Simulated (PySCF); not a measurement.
# Exercise with solution: oscillator strength and radiative lifetime

TeFI, SMILES [Te](I)F.

Geometry optimised at B3LYP-D3(BJ)/def2-TZVP. The def2 effective core potentials stand for the cores of I, Te; spin–orbit coupling is left out.

TDDFT-ωB97X/def2-SVPD (PySCF 2.14.0) puts the first singlet state with f over 0.02 at 6.11 eV (vertical), with the transition dipole (0.000, 0.000, 0.487) in atomic units.

### Question
Find the oscillator strength, the wavelength and the radiative lifetime that this transition would have in vacuum if emission retraced absorption.

### Answer

|μ|² = 0.2372 au, so |μ| = 1.24 D. ΔE = 6.11/27.211 = 0.2245 hartree. f = (2/3) ΔE |μ|² = 0.036 (the program prints 0.036).
λ = 1239.84/6.11 = 203 nm; ν = 49280 cm⁻¹.
Einstein's coefficient A = 0.6670 ν² f s⁻¹ (ν in cm⁻¹) = 5.8e7 s⁻¹, so τ = 1/A = 17 ns. This state is S8; the lower singlets have f = 0.001, 0.000, 0.002, 0.000, 0.000, 0.000, 0.008. The figure is the radiative limit of this one transition; relaxation, internal conversion, crossing to triplets and a medium change what is measured.
